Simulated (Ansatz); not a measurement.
A nudged elastic band was laid between two geometries of H9NOSi3 (14 atoms, charge 0, multiplicity 1).

These are results of RKS PBE/def2-SVP (Ansatz), not measurements.

| Quantity | Value |
| --- | --- |
| movable images | 7 |
| climbing image | yes |
| spring | 5.0 eV/Å² |
| optimiser | quadratic models (default) |
| start path | straight line |
| force threshold | 0.03 eV/Å |
| iteration limit | 60 |
| end points | relaxed |

First end point:

```xyz
14
Properties=species:S:1:pos:R:3
N -1.179 0.208 1.897
Si -1.602 0.369 0.169
Si 0.212 -0.895 -0.689
O 0.586 -1.756 0.720
Si 2.014 0.440 -1.429
H -1.960 0.201 2.562
H -0.464 0.857 2.247
H -1.775 1.790 -0.318
H -2.926 -0.335 0.022
H -0.190 -1.823 -1.808
H 0.036 -1.358 1.445
H 1.619 1.175 -2.686
H 2.365 1.469 -0.383
H 3.250 -0.371 -1.721
```

Last end point:

```xyz
14
Properties=species:S:1:pos:R:3
N -1.422 -0.125 2.020
Si -1.410 0.560 0.369
Si 0.357 -0.766 -0.490
O 1.053 -1.213 0.986
Si 1.885 0.384 -1.865
H -1.942 -1.002 2.139
H -1.686 0.513 2.779
H -1.010 2.001 0.547
H -2.741 0.533 -0.347
H -0.168 -1.961 -1.257
H 0.430 -0.904 1.696
H 1.207 0.739 -3.166
H 2.337 1.661 -1.205
H 3.098 -0.451 -2.177
```

(1) What changes between the two ends?

(2) What energy profile does the band end with?

(3) What is the geometry of the highest image?

The band took 9 iterations and of the order of 6 core-minutes.

## Answers

(1) No bond is made or broken. The height of N1 over the plane of its neighbours goes from -0.31 to -0.31 Å.

(2) The forces met the threshold. The highest image is number 4 of 0 to 8, 0.022 eV above the ends, which have the same energy within 2 meV. Another band between the same ends (7 images) ends at a top of the same energy, where a vibrational analysis finds 1 clearly imaginary mode.

```tsv
image	path coordinate (Å)	energy (eV)	height of N1 over the plane of its neighbours (Å)
0	0.00	0.000	-0.31
1	0.40	0.002	-0.31
2	0.79	0.008	-0.31
3	1.19	0.017	-0.31
4	1.59	0.022	-0.31
5	1.98	0.017	-0.31
6	2.37	0.009	-0.31
7	2.75	0.002	-0.31
8	3.14	-0.001	-0.31
```

(3) 
```xyz
14
Properties=species:S:1:pos:R:3:forces:R:3
N -1.305 0.024 1.988 0.00 0.00 0.00
Si -1.500 0.456 0.256 0.00 0.00 0.00
Si 0.298 -0.847 -0.599 0.01 -0.01 0.02
O 0.823 -1.500 0.869 -0.01 0.01 -0.01
Si 1.976 0.418 -1.669 0.00 0.00 0.00
H -2.087 -0.483 2.416 0.00 0.00 0.00
H -1.035 0.789 2.616 0.00 0.00 0.00
H -1.359 1.949 0.095 0.00 0.00 0.00
H -2.880 0.059 -0.203 0.00 0.00 0.00
H -0.180 -1.914 -1.556 0.00 0.00 0.00
H 0.210 -1.131 1.566 0.00 0.00 0.00
H 1.434 0.971 -2.965 0.00 0.00 0.00
H 2.392 1.581 -0.805 0.00 0.00 0.00
H 3.200 -0.402 -1.982 0.00 0.00 0.00
```

Time of the run: 3.1 min on 2 threads of Arm Neoverse V2 (shared host), peak memory 0.17 GiB.
